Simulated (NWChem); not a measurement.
Program: NWChem. System: C₄H₃S, charge 1, spin multiplicity 3, at the geometry of a parent with another charge or spin, in a state set for the comparison that need not be this species' ground state. Its SCF solution wasn't tested for a lower state.

The NWChem input:

```
start mol
memory heap 200 mb stack 900 mb global 1100 mb
charge 1
geometry units angstroms nocenter noautoz
  C      1.404122     0.429540     0.000000
  C      0.329505     1.251006     0.000000
  S     -1.103427     0.272563     0.000000
  C     -0.195307    -1.187834     0.000000
  C      1.159672    -0.960510     0.000000
  H      0.263543     2.337895     0.000000
  H     -0.713520    -2.147126     0.000000
  H      1.916850    -1.744982     0.000000
  symmetry group Cs
end
basis spherical
  * library def2-tzvp
end
dft
  xc xpbe96 cpbe96
  odft
  mult 3
  semidirect memsize 60000000 filesize 0
  iterations 100
end
task dft energy
```

The output up to the point where the run's verdict is printed (cleaned and shortened):

```
             Northwest Computational Chemistry Package (NWChem) 7.3.0
             --------------------------------------------------------

                                NWChem Input Module
                                -------------------

 Scaling coordinates for geometry "geometry" by  1.889725989
 (inverse scale =  0.529177249)

 Turning off AUTOSYM since
 SYMMETRY directive was detected!

                             Geometry "geometry" -> ""
                             -------------------------

 Output coordinates in angstroms (scale by  1.889725989 to convert to a.u.)

  No.       Tag          Charge          X              Y              Z
 ---- ---------------- ---------- -------------- -------------- --------------
    1 C                    6.0000     1.40412200     0.42954000     0.00000000
    2 C                    6.0000     0.32950500     1.25100600     0.00000000
    3 S                   16.0000    -1.10342700     0.27256300     0.00000000
    4 C                    6.0000    -0.19530700    -1.18783400     0.00000000
    5 C                    6.0000     1.15967200    -0.96051000     0.00000000
    6 H                    1.0000     0.26354300     2.33789500     0.00000000
    7 H                    1.0000    -0.71352000    -2.14712600     0.00000000
    8 H                    1.0000     1.91685000    -1.74498200     0.00000000

 Effective nuclear repulsion energy (a.u.)     192.9899556740

            Nuclear Dipole moment (a.u.)
            ----------------------------
        X                 Y               Z
 ---------------- ---------------- ----------------
    -0.0000132281     0.0000132281     0.0000000000

      Symmetry information
      --------------------

 Group name             Cs
 Group number              2
 Group order               2
 No. of unique centers     8

      Symmetry unique atoms

     1    2    3    4    5    6    7    8


 Summary of "ao basis" -> "" (spherical)
 ------------------------------------------------------------------------------
       Tag                 Description            Shells   Functions and Types
[...]
 d= 0,ls=0.5,diis    75   -551.6878093017  3.16D-05  8.16D-06  4.82D-04   138.0
                                                     2.01D-05  3.32D-04
 d= 0,ls=0.5,diis    76   -551.6878713002 -6.20D-05  3.53D-06  3.93D-04   139.8
                                                     1.91D-05  2.73D-04
 d= 0,ls=0.5,diis    77   -551.6879168668 -4.56D-05  1.22D-05  3.50D-04   141.5
                                                     1.90D-05  2.43D-04
 d= 0,ls=0.5,diis    78   -551.6880001158 -8.32D-05  2.34D-05  2.16D-04   143.3
                                                     2.32D-05  1.59D-04
 d= 0,ls=0.5,diis    79   -551.6879616053  3.85D-05  1.34D-05  3.59D-04   145.1
                                                     1.92D-05  2.53D-04
 d= 0,ls=0.5,diis    80   -551.6879514458  1.02D-05  2.34D-05  4.26D-04   146.8
                                                     2.21D-05  2.94D-04
 d= 0,ls=0.5,diis    81   -551.6880729521 -1.22D-04  5.10D-06  1.98D-04   148.6
                                                     1.81D-05  1.46D-04
 d= 0,ls=0.5,diis    82   -551.6881058988 -3.29D-05  1.40D-05  1.79D-04   150.4
                                                     1.83D-05  1.33D-04
 d= 0,ls=0.5,diis    83   -551.6881727234 -6.68D-05  5.59D-06  7.81D-05   152.1
                                                     1.69D-05  6.52D-05
 d= 0,ls=0.5,diis    84   -551.6881950014 -2.23D-05  1.40D-05  7.66D-05   153.9
                                                     1.82D-05  6.37D-05
 d= 0,ls=0.5,diis    85   -551.6881949776  2.38D-08  1.04D-05  1.19D-04   155.6
                                                     1.66D-05  9.13D-05
 d= 0,ls=0.5,diis    86   -551.6881980095 -3.03D-06  4.46D-06  1.49D-04   157.4
                                                     1.52D-05  1.10D-04
 d= 0,ls=0.5,diis    87   -551.6882161642 -1.82D-05  7.38D-06  1.43D-04   159.2
                                                     1.55D-05  1.05D-04
 d= 0,ls=0.5,diis    88   -551.6882237808 -7.62D-06  2.89D-05  1.60D-04   161.0
                                                     2.27D-05  1.16D-04
 d= 0,ls=0.5,diis    89   -551.6881604923  6.33D-05  1.10D-05  3.36D-04   162.7
                                                     1.59D-05  2.28D-04
 d= 0,ls=0.5,diis    90   -551.6881569409  3.55D-06  6.33D-06  3.66D-04   164.5
                                                     1.46D-05  2.44D-04
 d= 0,ls=0.5,diis    91   -551.6881706787 -1.37D-05  1.70D-05  3.60D-04   166.2
                                                     1.70D-05  2.39D-04
 d= 0,ls=0.5,diis    92   -551.6882535642 -8.29D-05  3.59D-05  2.02D-04   168.0
                                                     2.44D-05  1.39D-04
 d= 0,ls=0.5,diis    93   -551.6883500370 -9.65D-05  1.85D-05  2.78D-05   169.7
                                                     1.82D-05  2.67D-05
 d= 0,ls=0.5,diis    94   -551.6883471972  2.84D-06  2.17D-05  6.71D-05   171.5
                                                     1.81D-05  5.35D-05
 d= 0,ls=0.5,diis    95   -551.6883191852  2.80D-05  9.92D-06  1.56D-04   173.3
                                                     1.35D-05  1.11D-04
 d= 0,ls=0.5,diis    96   -551.6883122623  6.92D-06  2.03D-05  1.92D-04   175.0
                                                     1.69D-05  1.33D-04
 d= 0,ls=0.5,diis    97   -551.6883755642 -6.33D-05  1.54D-05  7.15D-05   176.8
                                                     1.39D-05  5.45D-05
 d= 0,ls=0.5,diis    98   -551.6884111843 -3.56D-05  1.34D-05  1.84D-05   178.5
                                                     1.45D-05  1.92D-05
 d= 0,ls=0.5,diis    99   -551.6884112080 -2.37D-08  2.00D-05  4.11D-05   180.3
                                                     1.66D-05  3.48D-05
 d= 0,ls=0.5,diis   100   -551.6883906179  2.06D-05  5.61D-06  1.08D-04   182.0
                                                     1.12D-05  7.88D-05
```

Convergence was not reached. The next line reads: Calculation failed to converge. NWChem stopped with the message: dft energy failed.
